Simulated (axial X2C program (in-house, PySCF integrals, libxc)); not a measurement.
## Spin–orbit effects down a group: molecules with Cs, HF

Computed with an axial X2C code built on PySCF integrals, spin-free (one-electron X2C) or two-component (2c: spin–orbit coupling with atomic mean-field Coulomb and Gaunt terms, which also bring small scalar terms), in Dyall basis sets with cores contracted in-house; open shells are unrestricted.

Basis sets: Cs dyall-cv3z, O dyall-av3z, S dyall-av3z, Se dyall-cv3z.

```
molecule   spin-free state  Re (Å)  ωe (cm⁻¹)  De (eV)  2c state  Re 2c (Å)  ωe 2c (cm⁻¹)  De 2c (eV)
     CsO  M_S = 1/2, Λ = 0   2.417      340.4     1.23   Ω = 1/2      2.416         340.5        1.23
     CsS  M_S = 1/2, Λ = 1   3.178      183.2     1.63   Ω = 3/2      3.176         183.3        1.64
    CsSe  M_S = 1/2, Λ = 1   3.320      124.9     1.53   Ω = 3/2      3.319         124.9         n/a
```

(1) Work out the shifts from the spin-free to the two-component result.

Each entry is the lowest single determinant of a limited PBE0 search at one distance. De goes to single-determinant-based atoms at the same level (for ions the charge split of lowest energy) and is withheld (n/a) where an atom does not fit its ground term or J level. Main or longest-lived isotopes. One determinant is a doubtful description, or other states lie close, for CsO, CsS, CsSe; these need not be ground states, and all values refer to the states named. Some light 2c atoms are not at their ground J level, so De misses part of their lowering (0.04 eV or less).

Results:

(1) 

```json
{"molecule": "CsO", "2c state": "Ω = 1/2", "ΔRe (Å)": "-0.001", "Δωe (cm⁻¹)": "0.1", "ΔDe (eV)": "0.00"}
{"molecule": "CsS", "2c state": "Ω = 3/2", "ΔRe (Å)": "-0.002", "Δωe (cm⁻¹)": "0.1", "ΔDe (eV)": "0.01"}
{"molecule": "CsSe", "2c state": "Ω = 3/2", "ΔRe (Å)": "-0.001", "Δωe (cm⁻¹)": "0.0", "ΔDe (eV)": "n/a"}
```

Shifts of one unit in the last digit are rounding.
